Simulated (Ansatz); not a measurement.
`[SiH3][SiH2][GeH2][SiH2][GeH3]` and `[GeH3][SiH2][GeH2][SiH2][GeH3]` differ in one atom or group.

Ansatz, PBE0-D4/def2-TZVP geometries, multiplicity 1. Each molecule was computed in one conformer, which needn't be the lowest.

Scalar relativity is left out up to krypton.

```
                                          property  `[SiH3][SiH2][GeH2][SiH2][GeH3]`
size of the dipole moment (ωB97M-V/def2-TZVPP) / D                              0.12
           HOMO–LUMO gap (ωB97M-V/def2-TZVPP) / eV                             11.04
  size of the dipole moment (B3LYP/def2-TZVPP) / D                              0.13
             LUMO energy (ωB97M-V/def2-TZVPP) / eV                              1.32
                HOMO energy (PBE0/def2-TZVPP) / eV                             -7.79
               HOMO–LUMO gap (PBE/def2-TZVPP) / eV                              5.64
```

(1) Give the same properties after the change, and the shifts. (Best estimate.)

Results:

(1) Ansatz gave: 
| property | `[GeH3][SiH2][GeH2][SiH2][GeH3]` | shift |
| --- | --- | --- |
| size of the dipole moment (ωB97M-V/def2-TZVPP) / D | 0.17 | 0.05 |
| HOMO–LUMO gap (ωB97M-V/def2-TZVPP) / eV | 11.11 | 0.07 |
| size of the dipole moment (B3LYP/def2-TZVPP) / D | 0.18 | 0.05 |
| LUMO energy (ωB97M-V/def2-TZVPP) / eV | 1.39 | 0.07 |
| HOMO energy (PBE0/def2-TZVPP) / eV | -7.79 | 0.00 |
| HOMO–LUMO gap (PBE/def2-TZVPP) / eV | 5.75 | 0.11 |

Dipoles are sizes alone; their direction can turn.

B3LYP here is the variant with VWN-RPA as its local correlation; programs differ in this.
